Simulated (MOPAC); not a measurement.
A run for MOPAC: PM7 on CH8GeSi (SMILES C[SiH2][GeH3]).

```
PM7 1SCF PRECISE CHARGE=0 THREADS=1
CH8GeSi

C     -1.74123365 1    -0.08349125 1    -0.10250961 1
Si    -0.17580209 1    -0.21480972 1     0.93093117 1
Ge     1.76006468 1     0.24290595 1    -0.39175867 1
H     -2.62517376 1    -0.29241880 1     0.50293220 1
H     -1.72035410 1    -0.79504026 1    -0.92968230 1
H     -1.84591258 1     0.91866568 1    -0.52164938 1
H     -0.22163794 1     0.74905701 1     2.05940405 1
H     -0.05055726 1    -1.57856351 1     1.50458730 1
H      1.69084087 1     1.66035456 1    -0.99528832 1
H      1.87346898 1    -0.75295360 1    -1.56375309 1
H      3.05629686 1     0.14629392 1     0.43493942 1
```

Output:

```
*******************************************************************************
 **                                                                           **
 **                              MOPAC v23.2.5                                **
 **                                                                           **
 *******************************************************************************
 ** MOPAC's Digital Object Identifier: https://doi.org/10.5281/zenodo.6511958 **
 **                                                                           **
 ** Please cite the open-source release paper for use of this MOPAC version:  **
 ** J. E. Moussa and J. J. P. Stewart (2026)                                  **
 ** MOPAC: An open-source semiempirical molecular orbital program             **
 ** J. Open Source Softw., 11(119), 8025, https://doi.org/10.21105/joss.08025 **
 *******************************************************************************

                              PM7 CALCULATION RESULTS

 *******************************************************************************
 *  PM7        - The PM7 Hamiltonian to be used
 *
 *
 *
 *                 CHARGE ON SYSTEM = 0
 *
 *
 *
 *  PRECISE    - TIGHTER CRITERIA TO BE USED
 *  1SCF       - DO 1 SCF AND THEN STOP
 *  THREADS=1  - MULTI-THREADING NOT USED
 *  T=         - A TIME OF 172800.0 SECONDS REQUESTED
 *  DUMP=N     - RESTART FILE WRITTEN EVERY 7200.0 SECONDS REQUESTED
 *******************************************************************************
PM7 1SCF PRECISE CHARGE=0 THREADS=1
 CH8GeSi

   ATOM   CHEMICAL          X               Y               Z
  NUMBER   SYMBOL      (ANGSTROMS)     (ANGSTROMS)     (ANGSTROMS)

     1       C         -1.74123365  *  -0.08349125  *  -0.10250961  *
     2      Si         -0.17580209  *  -0.21480972  *   0.93093117  *
     3      Ge          1.76006468  *   0.24290595  *  -0.39175867  *
     4       H         -2.62517376  *  -0.29241880  *   0.50293220  *
     5       H         -1.72035410  *  -0.79504026  *  -0.92968230  *
     6       H         -1.84591258  *   0.91866568  *  -0.52164938  *
     7       H         -0.22163794  *   0.74905701  *   2.05940405  *
     8       H         -0.05055726  *  -1.57856351  *   1.50458730  *
     9       H          1.69084087  *   1.66035456  *  -0.99528832  *
    10       H          1.87346898  *  -0.75295360  *  -1.56375309  *
    11       H          3.05629686  *   0.14629392  *   0.43493942  *



          CARTESIAN COORDINATES

    NO.       ATOM           X           Y           Z

     1         C         -1.7412     -0.0835     -0.1025
     2        Si         -0.1758     -0.2148      0.9309
     3        Ge          1.7601      0.2429     -0.3918
     4         H         -2.6252     -0.2924      0.5029
     5         H         -1.7204     -0.7950     -0.9297
     6         H         -1.8459      0.9187     -0.5216
     7         H         -0.2216      0.7491      2.0594
     8         H         -0.0506     -1.5786      1.5046
     9         H          1.6908      1.6604     -0.9953
    10         H          1.8735     -0.7530     -1.5638
    11         H          3.0563      0.1463      0.4349

 General Reference for PM7:
 "Optimization of Parameters for Semiempirical Methods VI: More Modifications to the
 NDDO Approximations and Re-optimization of Parameters", J. J. P. Stewart, J. Mol. Mod., 1:32, 19 (2013)
 https://link.springer.com/article/10.1007/s00894-012-1667-x

           Empirical Formula: C H8 Si Ge  =    11 atoms



      MOLECULAR POINT GROUP   :   Cs


      RHF CALCULATION, NO. OF DOUBLY OCCUPIED LEVELS = 10


 -------------------------------------------------------------------------------
 PM7 1SCF PRECISE CHARGE=0 THREADS=1
 CH8GeSi



     1SCF WAS SPECIFIED, SO BFGS WAS NOT USED
     SCF FIELD WAS ACHIEVED


                              PM7 CALCULATION
                                                       MOPAC v23.2.5 Linux




          FINAL HEAT OF FORMATION =          1.95545 KCAL/MOL =       8.18161 KJ/MOL


          COSMO AREA              =        133.75 SQUARE ANGSTROMS
          COSMO VOLUME            =        128.19 CUBIC ANGSTROMS

          IONIZATION POTENTIAL    =         10.204599 EV
          HOMO LUMO ENERGIES (EV) =        -10.205 -0.527
          NO. OF FILLED LEVELS    =         10
          MOLECULAR WEIGHT        =        120.7497         POINT GROUP:  Cs

          MOLECULAR DIMENSIONS (Angstroms)

            Atom       Atom       Distance
            H    11    H     4     5.69879
            H     8    H     9     3.96372
            H     7    H    10     3.84694


          SCF CALCULATIONS        =          1





   ATOM   CHEMICAL          X               Y               Z
  NUMBER   SYMBOL      (ANGSTROMS)     (ANGSTROMS)     (ANGSTROMS)

     1       C         -1.74123365  *  -0.08349125  *  -0.10250961  *
     2      Si         -0.17580209  *  -0.21480972  *   0.93093117  *
     3      Ge          1.76006468  *   0.24290595  *  -0.39175867  *
     4       H         -2.62517376  *  -0.29241880  *   0.50293220  *
     5       H         -1.72035410  *  -0.79504026  *  -0.92968230  *
     6       H         -1.84591258  *   0.91866568  *  -0.52164938  *
     7       H         -0.22163794  *   0.74905701  *   2.05940405  *
     8       H         -0.05055726  *  -1.57856351  *   1.50458730  *
     9       H          1.69084087  *   1.66035456  *  -0.99528832  *
    10       H          1.87346898  *  -0.75295360  *  -1.56375309  *
    11       H          3.05629686  *   0.14629392  *   0.43493942  *

                             CARTESIAN COORDINATES

   1    C       -1.741233650    -0.083491250    -0.102509610
   2   Si       -0.175802090    -0.214809720     0.930931170
   3   Ge        1.760064680     0.242905950    -0.391758670
   4    H       -2.625173760    -0.292418800     0.502932200
   5    H       -1.720354100    -0.795040260    -0.929682300
   6    H       -1.845912580     0.918665680    -0.521649380
   7    H       -0.221637940     0.749057010     2.059404050
   8    H       -0.050557260    -1.578563510     1.504587300
   9    H        1.690840870     1.660354560    -0.995288320
  10    H        1.873468980    -0.752953600    -1.563753090
  11    H        3.056296860     0.146293920     0.434939420


           Empirical Formula: C H8 Si Ge  =    11 atoms



      MOLECULAR POINT GROUP   :   Cs


                  EIGENVALUES
 -25.52839 -17.94788 -16.00992 -14.38130 -14.22861 -12.49752 -12.21515 -11.63440
 -11.57490 -10.20460  -0.52717   1.22347   1.23303   1.69224   2.39623   4.12218
   5.68959   5.69317   6.90381   7.48105  21.04183  21.10510  21.83660  21.86339
  22.30178


              NET ATOMIC CHARGES AND DIPOLE CONTRIBUTIONS

  ATOM NO.   TYPE          CHARGE      No. of ELECS.   s-Pop       p-Pop       d-Pop
    1          C          -0.603124        4.6031     1.04701     3.55611
    2         Si           0.030403        3.9696     0.87112     2.95130     0.14718
    3         Ge          -0.303829        4.3038     0.99499     3.30884
    4          H           0.172037        0.8280     0.82796
    5          H           0.170822        0.8292     0.82918
    6          H           0.170820        0.8292     0.82918
    7          H           0.059320        0.9407     0.94068
    8          H           0.059320        0.9407     0.94068
    9          H           0.081467        0.9185     0.91853
   10          H           0.081466        0.9185     0.91853
   11          H           0.081297        0.9187     0.91870
 DIPOLE           X         Y         Z       TOTAL
 POINT-CHG.    -0.135    -0.108     0.413     0.448
 HYBRID        -0.180     0.190    -0.852     0.891
 SUM           -0.315     0.082    -0.439     0.546


          ATOMIC ORBITAL ELECTRON POPULATIONS

     Atom    s        px        py        pz      x^2-y^2     xz        z^2       yz        xy
    1  C   1.04701   1.18913   1.18322   1.18377
    2 Si   0.87112   0.89060   1.07439   0.98631   0.04109   0.03807   0.01738   0.03545   0.01520
    3 Ge   0.99499   1.10201   1.10342   1.10341
    4  H   0.82796
    5  H   0.82918
    6  H   0.82918
    7  H   0.94068
    8  H   0.94068
    9  H   0.91853
   10  H   0.91853
   11  H   0.91870

 **********************
 *                    *
 * JOB ENDED NORMALLY *
 *                    *
 **********************




 == MOPAC DONE ==
```

The run finished.

Cost: roughly 0.020 core-seconds.
